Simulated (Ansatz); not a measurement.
## Ligand exchange: BrF + BH2I → IBr + BH2F

Species: BrF (bromine fluoride), singlet; BH2I `BI`, singlet; IBr (iodine monobromide), singlet; BH2F `BF`, singlet. The partners trade F for I: Br–F and B–I bonds give way to Br–I and B–F.

Shapes, held fixed at every level: PBE0-D4/def2-TZVP. Programs: Ansatz 0.2.0. The zero-point and thermal change to 298 K, harmonic and unscaled (PBE0-D4/def2-TZVP), is +4.1 kJ/mol.

| level | kind | ΔH(298 K) (kJ/mol) | less CCSD(T)/def2-TZVPP | CPU time (sum over the molecules) |
| --- | --- | --- | --- | --- |
| SPW92/def2-TZVPP | LDA | -259.7 | +1.9 | 3.6 s |
| r2SCAN-D4/def2-TZVPP | meta-GGA | -264.8 | -3.2 | 13 s |
| wB97M-V/def2-TZVPP | range-separated hybrid | -267.3 | -5.7 | 22 s |
| wB97X-V/def2-TZVPP | range-separated hybrid | -263.8 | -2.2 | 17 s |
| CCSD(T)/def2-SVP | coupled cluster or CI | -278.3 | -16.7 | 4.8 s |
| CCSD/def2-SVP | coupled cluster or CI | -282.7 | -21.1 | – |
| CCSD/def2-TZVPP | coupled cluster or CI | -267.1 | -5.5 | – |
| CCSD(T)/def2-TZVPP | coupled cluster or CI | -261.6 | 0.0 | 20 s |

The highest level, CCSD(T)/def2-TZVPP, gives ΔH(298 K) = -261.6 kJ/mol; the levels span -282.7 to -259.7. The column of differences is taken from that level and isn't an error. No measured value is set beside it here. For atoms past krypton def2 sets carry core potentials with scalar relativity. Relativity is left out for Br. Outer-core shells of Br, I are correlated, in sets that cover them unevenly. Times are processor times on shared x86 and Arm servers, and rough.
